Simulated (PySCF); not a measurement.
Static response to an electric field

Species: cyclo-(F2SiS)3.
Cartesian coordinates in Å at the PBE0-D3(BJ)/def2-SVP level; atoms count from 1:
```xyz
12
F6S3Si3 angstrom
Si     1.2982    0.5222   -1.2527
F      1.1319    2.0658   -0.8509
F      2.2366    0.4530   -2.5461
S      2.3046   -0.5467    0.2794
Si     0.6200   -0.9794    1.4918
F     -0.1120   -2.3197    1.0035
F      1.1860   -1.2386    2.9655
S     -0.7865    0.6042    1.6465
Si    -1.7772    0.4057   -0.2153
F     -3.0145   -0.6076   -0.1382
F     -2.3928    1.8530   -0.5139
S     -0.5789   -0.2946   -1.8186
```

Level: B3LYP/def2-SVPD (PySCF), static field, nuclei fixed, core orbitals frozen in the response. The polarisability tensor in these axes (au):

```
x   131.10  -6.84  -0.09
y    -6.84 101.35  -3.72
z    -0.09  -3.72 126.83
```

Q: Give the principal values, the mean and the anisotropy Δα = √{½[(α1 − α2)² + (α2 − α3)² + (α1 − α3)²]}.

A: Principal values 99.37, 127.23 and 132.69 au; mean 119.76 au = 17.75 Å³ = 19.75 × 10⁻⁴⁰ C²·m²/J; Δα = 30.96 au (26 % of the mean).

Q: What is the dipole moment, and where does it point?

A: (0.70, -0.18, 0.07) D, 0.73 D in size, pointing from the negative to the positive side. Measured along this direction, the outermost atoms are F11 and F10 at the negative end and S4 at the positive end.

Q: Form Σ f/ω² (atomic units) for the 10 lowest TDDFT singlets, given as eV and f, and set it beside the mean polarisability, which is this sum over all singlets: 5.87, 0.0012; 5.99, 0.0084; 6.17, 0.0000; 6.22, 0.0047; 6.48, 0.0027; 6.51, 0.0070; 6.58, 0.0233; 6.71, 0.0022; 6.82, 0.0197; 6.96, 0.0003.

A: They add up to 1.21 au, 1.0 % of the 119.76 au; the largest single term is 0.40 au, from the state at 6.58 eV. Terms in order: 0.03, 0.17, 0.00, 0.09, 0.05, 0.12, 0.40, 0.04, 0.31, 0.00 au. Higher excitations give the rest. The strengths listed sum to 0.070.

Q: What would n − 1 = 2πNα be for an ideal gas of these molecules at 273.15 K and 1 atm, electronic part alone?

A: N = p/kT = 2.6868 × 10¹⁹ cm⁻³, so n − 1 = 2π × N × 17.75 × 10⁻²⁴ cm³ = 2996 × 10⁻⁶ at long wavelengths.

Q: What molar refraction does this α imply?

A: Lorentz–Lorenz: R = (4π/3)N_A α = 2.5225 cm³/(mol·Å³) × 17.75 Å³ = 44.8 cm³/mol, in the limit of long wavelengths.

Q: Rayleigh depolarisation ratio (linearly polarised light, static tensor)?

A: ρ = 3Δα²/(45ᾱ² + 4Δα²) = 2874.8/(645449 + 3833.0) = 0.00443.

Q: Give the eigenvalues of the traceless quadrupole moment Θ = ½Σq(3rr − r²1), origin at the centre of nuclear charge.

A: -5.99, 1.41, 4.57 D·Å. The values depend on the origin, since the dipole doesn't vanish. The electronic extent ⟨r²⟩ about the same centre is 3287 bohr², a root-mean-square distance of 2.53 Å for the 144 electrons.

Isolated species at its PBE0-D3(BJ)/def2-SVP geometry (one conformer only).
